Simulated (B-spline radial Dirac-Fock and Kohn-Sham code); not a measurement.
**f′ and f″ of I, 4.2 keV to 76.91 keV**

Method: the dispersion relation over Dirac-Hartree-Slater subshell photoionisation cross sections, with the Kissel-Pratt high-energy constant (isolated atom, no bound-bound lines or fine structure). Computed with an atomic code on a B-spline grid. The forward scattering factor is f₀ + f′ + i f″.

Input of the calculation (task.json; shells as n, l, electrons):

```json
{"items": [{
  "Z": 53,
  "q": 0,
  "cfg": [[1, 0, 2], [2, 0, 2], [2, 1, 6], [3, 0, 2], [3, 1, 6], [3, 2, 10], [4, 0, 2], [4, 1, 6], [4, 2, 10], [5, 0, 2], [5, 1, 5]],
  "A": 127,
  "rrms": 4.75,
  "do": "dispersion",
  "hv": [733.5, 869.8, 1000.0, 1101.0, 1146.0, 1253.6, 1486.9, 1602.0, 1617.0, 2000.0, 2056.0, 2091.0, 2347.0, 2984.4, 3348.0, 4000.0, 4200.0, 4510.9, 5414.7, 5614.0, 6000.0, 6205.0, 6403.9, 6930.3, 7521.0, 8047.8, 9251.7, 11870.0, 12000.0, 12050.0, 12660.0, 13530.0, 13990.0, 14780.0, 15000.0, 17479.3, 22162.9, 23370.0, 24209.8, 26490.0, 27580.0, 30000.0, 40000.0, 76910.0],
  "edges": {"K": 33169.0, "L1": 5188.0, "L2": 4852.0, "L3": 4557.0, "M1": 1072.0, "M2": 931.0, "M3": 875.0, "M4": 630.8, "M5": 619.3, "N1": 186.0, "N2": 123.0, "N3": 123.0}
}]}
```

Launch: `python xray2_run.py task.json out`

Edges near this range: K 33169.0 eV, L1 5188.0 eV, L2 4852.0 eV, L3 4557.0 eV.

```
hν (eV)   λ (Å)   f′ (e)  f″ (e)  tabulated f′  tabulated f″
   4200   2.952   -8.908   3.969         -9.15          3.67
 4510.9   2.749  -13.838   3.548        -14.60          3.33
 5414.7   2.290   -5.562  12.941         -5.67         12.57
   5614   2.208   -4.324  12.251         -4.44         11.91
   6000   2.066   -2.827  11.051         -2.91         10.81
   6205   1.998   -2.288  10.484         -2.36         10.27
 6403.9   1.936   -1.872   9.975         -1.95          9.79
 6930.3   1.789   -1.098   8.800         -1.16          8.63
   7521   1.649   -0.578   7.718         -0.64          7.57
 8047.8   1.541   -0.294   6.915         -0.36          6.79
 9251.7   1.340    0.011   5.495         -0.04          5.41
  11870   1.045    0.035   3.611          0.00          3.48
  12000   1.033    0.028   3.544         -0.01          3.42
  12050   1.029    0.025   3.519         -0.01          3.39
  12660  0.9793   -0.017   3.234         -0.05          3.11
  13530  0.9164   -0.085   2.884         -0.12          2.77
  13990  0.8862   -0.123   2.722         -0.15          2.61
  14780  0.8389        ?       ?             ?             ?
  15000  0.8266   -0.212   2.412         -0.24          2.31
17479.3  0.7093   -0.434   1.844         -0.46          1.78
22162.9  0.5594   -0.852   1.209         -0.87          1.18
  23370  0.5305   -0.965   1.099         -0.98          1.08
24209.8  0.5121   -1.048   1.031         -1.06          1.01
  26490  0.4680   -1.299   0.876         -1.31          0.86
  27580  0.4495   -1.443   0.814         -1.46          0.80
  30000  0.4133   -1.892   0.699         -1.90          0.68
  40000  0.3100   -0.709   2.597         -0.72          2.58
  76910  0.1612    0.043   0.839          0.04          0.83
```

Problem. What are f′ and f″ at 14780 eV?

Solution. f′ = -0.192 and f″ = 2.475 electrons (tables: -0.22 and 2.37). By the optical theorem f″ corresponds to a photoabsorption cross section 2 rₑ λ f″ = 11700 b.

Tabulated f′: xraylib 4.2 anomalous scattering factors (Cullen et al., EPDL97); f″: Chantler's tables (J. Phys. Chem. Ref. Data 1995 and 2000). Both are theoretical tables.
